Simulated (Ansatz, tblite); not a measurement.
Removing and adding an electron: IrO₂. The state is a doublet with charge 0. Geometry: PBE0-D4/def2-TZVP. Ansatz, gas phase; energy differences of separate SCF runs; the oxidised species is a singlet (the triplet lies 0.51 eV higher at PBE0-D4/def2-TZVP); the reduced species is a singlet (the triplet lies 1.97 eV higher at PBE0-D4/def2-TZVPD).

Cartesian coordinates in Å:
```
Ir -0.041 0.038 0.111
O -0.954 1.119 -0.802
O 0.995 -1.157 0.691
```

In the def2 sets Ir takes a core potential; there is no spin–orbit coupling. The xTB rows come from tblite. The structure comes from a short search, and lower isomers may exist.

Problem. Estimate orbital energies and vertical ionisation energies and electron affinities at: GFN1-xTB; GFN2-xTB; PBE-D4/def2-TZVP; PBE-D4/def2-TZVPD; r2SCAN-D4/def2-TZVP; r2SCAN-D4/def2-TZVPD; PBE0-D4/def2-TZVP; PBE0-D4/def2-TZVPD.

Solution. 
```csv
level,−HOMO (eV),vertical IE (eV),−LUMO (eV),vertical EA (eV),HOMO–LUMO gap (eV),IE − EA (eV),remarks
GFN1-xTB,–,17.02,–,7.82,–,9.20,–
GFN2-xTB,–,17.03,–,7.89,–,9.14,–
PBE-D4/def2-TZVP,7.21,10.69,6.40,–,0.81,–,restricted SCF unstable in HF (+1 singlet)
PBE-D4/def2-TZVPD,7.22,–,6.41,3.22,0.81,–,–
r2SCAN-D4/def2-TZVP,7.68,10.91,6.27,–,1.41,–,restricted SCF unstable in HF (+1 singlet)
r2SCAN-D4/def2-TZVPD,7.67,–,6.26,3.30,1.42,–,–
PBE0-D4/def2-TZVP,8.54,10.93,5.44,–,3.10,–,restricted SCF unstable in HF (+1 singlet)
PBE0-D4/def2-TZVPD,8.54,–,5.43,3.30,3.10,–,–
```

Run but left out: HF/def2-TZVPP, MP2/def2-TZVPP, CCSD/def2-TZVPP, CCSD(T)/def2-TZVPP, HF/def2-TZVPD, MP2/def2-TZVPD, CCSD/def2-TZVPD, CCSD(T)/def2-TZVPD (flagged by the program: large difference).   HOMO and LUMO are the levels of the spin that leaves or enters (xTB has no such levels and no spin-polarisation term). Other spin states of the ions may lie lower, which would lower the ionisation energy or raise the affinity. Raw xTB energy differences between charge states are shifted by several eV; the methods need an empirical correction for them.
